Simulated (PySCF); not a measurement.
# Co (cobalt, neutral) across methods

[Ar] 3d6 4s2 5s1, high-spin 6D determinant (an excited configuration). Computed with PySCF 2.14 in aug-cc-pVTZ with one added diffuse shell each of s, p, d, f, g type (9s8p6d4f3g, 118 functions), with no relativity, point nucleus.

| method | E (hartree) | mean ε 4s α (eV) | mean ε 4s β (eV) | mean ε 5s α (eV) | Σ⟨r²⟩ (bohr²) | ⟨S²⟩ |
| --- | --- | --- | --- | --- | --- | --- |
| PBE0 | -1382.128 | -11.707 | -10.752 | -2.053 | 94.63 | 8.754 |
| PBEsol | -1380.861 | -10.873 | -9.933 | -1.757 | 92.67 | 8.754 |
| r2SCAN | -1382.319 | -11.003 | -10.161 | -1.742 | 93.57 | 8.758 |
| LDA | -1379.750 | -11.096 | -10.172 | -1.746 | 92.23 | 8.753 |
| UHF | -1381.11293 | -13.640 | -12.468 | -2.564 | 105.3 | 8.757 |

Task: Estimate the same row for PBE.

Result: E (hartree) = -1382.089; mean ε 4s α (eV) = -10.837; mean ε 4s β (eV) = -9.898; mean ε 5s α (eV) = -1.777; Σ⟨r²⟩ (bohr²) = 92.91; ⟨S²⟩ = 8.753.

The outer electron is Rydberg-like, and this basis confines it to a smaller radius and binds it less than a complete one would.
